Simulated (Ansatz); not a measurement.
Cost and result for the atomization energy of `Cl[SiH2][NH][GeH3]` (10 atoms, 9 bonds).

```xyz
10

Cl   -1.261    1.403   -2.155
Si   -1.457    0.352   -0.381
N    -0.158   -0.695   -0.054
Ge    1.501   -0.203    0.595
H    -1.524    1.376    0.684
H    -2.709   -0.428   -0.511
H    -0.180   -1.597   -0.506
H     1.302    1.164    1.260
H     2.530   -0.110   -0.545
H     1.956   -1.261    1.613
```

The species carries charge 0 and has multiplicity 1. Correlated methods include outer-core shells of Ge, which these sets cover unevenly. Scalar relativity is left out up to krypton. All single points use the PBE0-D4/def2-TZVP geometry. It is one conformer, not always the lowest. Program: Ansatz. All runs use 4 threads of an Arm Neoverse V1 on a shared host. Times are those of one run each, without the atoms' runs, and a repeat can differ threefold. Electronic energies, without spin–orbit coupling; frozen cores. CCSD(T)/CBS adds CCSD(T) − MP2 in def2-TZVPP to the MP2 limit, and its time is that of the two runs behind it. T1 = 0.011. With those shells the extrapolation isn't a true limit. B3LYP takes the VWN-RPA correlation (the form of Gaussian; ORCA's B3LYP/G).

CCSD(T)/CBS is a level of theory with its own doubt, some kJ/mol a heavy atom from the limit and from the frozen cores, so smaller differences don't rank the functionals.

| level | functions | wall time |
| --- | --- | --- |
| LDA (SPW92)/def2-TZVPP | 247 | 1.3 s |
| revPBE-D4/def2-TZVPP | 247 | 2.2 s |
| BLYP-D4/def2-TZVPP | 247 | 2.2 s |
| PBE0-D4/def2-TZVPP | 247 | 3.7 s |
| BHLYP-D4/def2-TZVPP | 247 | 3.9 s |
| CAM-B3LYP-D4/def2-TZVPP | 247 | 4.1 s |
| B3LYP-D4/def2-TZVPP (with forces) | 247 | 5.5 s |
| CCSD(T)/def2-SVP | 112 | 5.5 s |
| ωB97X-V/def2-TZVPP | 247 | 9 s |
| B97M-V/def2-TZVPP | 247 | 9.5 s |
| MP2/def2-QZVPP | 466 | 23 s |
| CCSD(T)/def2-TZVPP | 247 | 2.8 min |
| CCSD(T)/CBS(def2) | – | 3.2 min |

(1) What atomization energy does each give, and how far from CCSD(T)/CBS? (Best estimate.)

Answers

(1) Ansatz gave: 
| level | atomization (kJ/mol) | difference from CCSD(T)/CBS | per bond |
| --- | --- | --- | --- |
| LDA (SPW92)/def2-TZVPP | 3397.7 | 357.2 | 39.7 |
| revPBE-D4/def2-TZVPP | 2952.4 | -88.1 | -9.8 |
| BLYP-D4/def2-TZVPP | 2987.6 | -52.9 | -5.9 |
| PBE0-D4/def2-TZVPP | 2988.3 | -52.2 | -5.8 |
| BHLYP-D4/def2-TZVPP | 2964.4 | -76.1 | -8.5 |
| CAM-B3LYP-D4/def2-TZVPP | 3032.2 | -8.3 | -0.9 |
| B3LYP-D4/def2-TZVPP (with forces) | 3013.4 | -27.1 | -3.0 |
| CCSD(T)/def2-SVP | 2789.7 | -250.8 | -27.9 |
| ωB97X-V/def2-TZVPP | 3055.5 | 15.0 | 1.7 |
| B97M-V/def2-TZVPP | 3053.9 | 13.4 | 1.5 |
| MP2/def2-QZVPP | 3014.9 | -25.6 | -2.8 |
| CCSD(T)/def2-TZVPP | 2956.7 | -83.8 | -9.3 |
| CCSD(T)/CBS(def2) | 3040.5 | 0.0 | 0.0 |

The D4 term adds +39.2 kJ/mol with B3LYP and +20.6 kJ/mol with PBE0; it sums over pairs of atoms, weighted by their polarisabilities, and B3LYP, whose exchange is more repulsive, gets the larger term. From r2SCAN to r2SCAN0 (25 % exact exchange), in def2-TZVPP and without D4, the atomization energy moves by −34.4 kJ/mol: exact exchange takes away binding that semilocal exchange gives to molecules. At CCSD(T), def2-SVP lies −250.7 kJ/mol from the extrapolated value and def2-TZVPP −83.8 kJ/mol: correlation converges slowly with the basis, and small sets miss more of it in the bonded molecule than in its fragments.
